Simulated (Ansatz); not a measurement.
```yaml
crystal:
  periodic: [false, false, false]
  atoms:
    - {symbol: C, position_ang: [-0.041275, 1.038466, -0.776087]}
    - {symbol: C, position_ang: [0.599589, -0.079265, -0.867860]}
    - {symbol: Si, position_ang: [0.579642, -1.137937, 0.756074]}
    - {symbol: O, position_ang: [-0.896473, -0.860836, 1.441808]}
    - {symbol: H, position_ang: [0.067558, 1.815341, -1.620844]}
    - {symbol: H, position_ang: [-0.844274, 1.519146, -0.148904]}
    - {symbol: H, position_ang: [1.254073, -0.336475, -1.207804]}
    - {symbol: H, position_ang: [0.436317, -2.545444, 0.096828]}
    - {symbol: H, position_ang: [-0.823833, 0.087022, 2.263687]}
basis:
  gaussian: {orbitals: def2-SVP}
total_charge: 1
magnetization: {spin_polarized: true, initial_magnetization: 0}
hamiltonian: {xc: {name: HF}}
correlation: {method: mp2, frozen_orbitals: {C: 0}}
scf: {lower_state_search: off}
output: {forces: true}
```

```sh
$ ansatz run in.yaml --threads 4 --pin off --events-out ev --progress --plain --max-ram 10444MiB
```

Shortened log:

```
Functional definition: HF
Error: "frozen_orbitals" has no count for Si
```

In this input frozen orbitals are typed for one element alone, and the program wants a count for each. The program refused the input.
